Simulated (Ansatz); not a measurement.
Cost and result for the atomization energy of BBrFHO (`OB(F)Br`) (5 atoms, 4 bonds).

The species carries charge 0 and has multiplicity 1. Correlated methods include outer-core shells of Br, which these sets cover unevenly. Scalar relativity is left out up to krypton. The structure was optimised at the PBE0-D4/def2-TZVP level. It is one conformer, not always the lowest. Program: Ansatz. All runs use 2 threads of a server CPU on a shared host. Times are those of one run each, without the atoms' runs, and a repeat can differ threefold. Electronic energies, without spin–orbit coupling; frozen cores. CCSD(T)/CBS adds CCSD(T) − MP2 in def2-TZVPP to the MP2 limit, and its time is that of the two runs behind it. T1 = 0.010. With those shells the extrapolation isn't a true limit. B3LYP takes the VWN-RPA correlation (the form of Gaussian; ORCA's B3LYP/G).

CCSD(T)/CBS is a level of theory with its own doubt, some kJ/mol a heavy atom from the limit and from the frozen cores, so smaller differences don't rank the functionals.

| level | functions | wall time |
| --- | --- | --- |
| PBE-D4/def2-TZVPP (with forces) | 155 | 1.1 s |
| PBE0-D4/def2-TZVPP | 155 | 1.1 s |
| BHLYP-D4/def2-TZVPP | 155 | 1.2 s |
| B3LYP-D4/def2-TZVPP (with forces) | 155 | 1.5 s |
| CCSD(T)/def2-SVP | 79 | 1.6 s |
| r2SCAN-D4/def2-TZVPP (with forces) | 155 | 1.8 s |
| PBE-QIDH/def2-TZVPP | 155 | 2.1 s |
| B97M-V/def2-TZVPP | 155 | 2.8 s |
| ωB97X-V/def2-TZVPP | 155 | 2.8 s |
| ωB97M-V/def2-TZVPP (with forces) | 155 | 4 s |
| MP2/def2-QZVPP | 290 | 6.5 s |
| CCSD(T)/def2-TZVPP | 155 | 14 s |
| CCSD(T)/CBS(def2) | – | 21 s |

Task: What atomization energy does each give, and how far from CCSD(T)/CBS? (Estimate.)

Result: Ansatz gave: 
| level | atomization (kJ/mol) | difference from CCSD(T)/CBS | per bond |
| --- | --- | --- | --- |
| PBE-D4/def2-TZVPP (with forces) | 2133.4 | 59.1 | 14.8 |
| PBE0-D4/def2-TZVPP | 2071.3 | -3.0 | -0.8 |
| BHLYP-D4/def2-TZVPP | 1971.4 | -102.9 | -25.7 |
| B3LYP-D4/def2-TZVPP (with forces) | 2054.9 | -19.4 | -4.8 |
| CCSD(T)/def2-SVP | 1968.1 | -106.2 | -26.5 |
| r2SCAN-D4/def2-TZVPP (with forces) | 2094.3 | 20.0 | 5.0 |
| PBE-QIDH/def2-TZVPP | 2063.6 | -10.7 | -2.7 |
| B97M-V/def2-TZVPP | 2075.2 | 0.9 | 0.2 |
| ωB97X-V/def2-TZVPP | 2063.5 | -10.8 | -2.7 |
| ωB97M-V/def2-TZVPP (with forces) | 2074.6 | 0.3 | 0.1 |
| MP2/def2-QZVPP | 2149.6 | 75.3 | 18.8 |
| CCSD(T)/def2-TZVPP | 2015.0 | -59.3 | -14.8 |
| CCSD(T)/CBS(def2) | 2074.3 | 0.0 | 0.0 |

Leaving LDA and LC-ωPBE aside and taking each functional with its dispersion term where it has one, the values spread over 162.0 kJ/mol, from BHLYP-D4 to PBE-D4. LDA lies +302.2 kJ/mol from PBE without D4, its usual overbinding. From PBE to PBE0 (25 % exact exchange), in def2-TZVPP and without D4, the atomization energy moves by −60.7 kJ/mol: exact exchange takes away binding that semilocal exchange gives to molecules. In def2-TZVPP, CCSD(T) changes the Hartree–Fock value by +495.0 kJ/mol (the triples alone add +39.1 kJ/mol) and MP2 by +594.8 kJ/mol; breaking electron pairs costs correlation energy, which Hartree–Fock lacks.
